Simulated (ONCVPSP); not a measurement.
Potentials for iridium (Ir) compared

Generated with ld1.x 7.5 (TM, RRKJ, ultrasoft, PAW), atompaw 4.2 or ONCVPSP 4.0.1. The cutoff is in Ry: for ld1.x and atompaw files where the sum of valence levels is converged to 10 mRy in a Bessel basis, for ONCV files where the hardest occupied wave has 1 mHa per electron of residual kinetic energy. The error is the largest all-electron minus pseudo excitation energy over each file’s own four to seven test configurations (ionisations up to +4, promotions, holes and added fractions of an electron), all of which were solved. The labels leave out finer settings (local radius, basis sizes, second energies), which also bear on the numbers. Spin-polarised tests are not counted. The rows are a selection from randomly drawn settings: files with unsolved tests, undetermined cutoffs or missed reference levels are left out.

A true bound ghost makes a file unfit for plane-wave use even where its test errors are small: the radial tests pick states by their node count and pass the ghost by.

| potential | cutoff (Ry) | largest error (meV) | bound ghosts |
| --- | --- | --- | --- |
| ONCV, PBE, scalar-relativistic, rc 1.35/1.25/1.85 (spd), local smoothed, core correction no, reference 5s2 5p6 5d7 6s1, qcut 6.9/7.5/8.4, projectors 2/3/2 | 100 | -9.7 | none |
| ONCV, PBEsol, scalar-relativistic, rc 1.40/1.10/1.55/1.30 (spdf), local smoothed, core correction yes, reference 5s2 5p6 5d7 6s1, qcut 8.1/6.7/6.9/9, projectors 2/3/3/1 | 211 | -15 | s, p |
| ONCV, Wu-Cohen, scalar-relativistic, rc 1.55/1.10/2.55 (spd), local smoothed, core correction yes, reference 5s2 5p6 5d7 6s2, qcut 8.1/8.6/5.1, projectors 2/3/3 | 70 | -230 | none |
| ONCV, LDA (Perdew-Zunger), fully relativistic, rc 1.35/1.55/2.20 (spd), local smoothed, core correction yes, reference 5s2 5p6 5d6, qcut 7.5/9.5/8.4, projectors 2/2/1 | 65 | -0.9 | none |
| ONCV, PBEsol, scalar-relativistic, rc 1.65/1.15/1.60 (spd), local smoothed, core correction no, reference 5s2 5p6 5d7.5 6s1.5, qcut 8.5/6.4/6.9, projectors 3/2/2 | 243 | -8.4 | none |
| ONCV, LDA (Perdew-Wang 92), scalar-relativistic, rc 1.70/2.05/1.70 (spd), local d, core correction yes, reference 5s2 5p6 5d7 6s1 6p1, qcut 8.5/6.5/7.3, projectors 2/2/0 | 46 | -165 | none |
| ONCV, PBEsol, scalar-relativistic, rc 1.70/1.30/2.40/0.60 (spdf), local smoothed, core correction no, reference 4f14 5s2 5p6 5d7 6s2, qcut 7.7/7.3/7.4/34.4, projectors 2/2/2/2 | 838 | -19 | s, p, d |
| ONCV, PBE, scalar-relativistic, rc 1.30/1.70/1.65 (spd), local smoothed, core correction no, reference 5s2 5p6 5d7 6s2, qcut 8.7/9.7/5.5, projectors 2/2/1 | 60 | -10 | s |

Question: Fill in the row for Ir: ONCV, LDA (Perdew-Wang 92), scalar-relativistic, rc 1.75/1.25/2.50 (spd), local smoothed, core correction yes, reference 5s2 5p6 5d7 6s2, qcut 6.8/7.6/7.5, projectors 2/2/1.

Answer: cutoff 188 Ry, largest error -31 meV, bound ghosts: none.
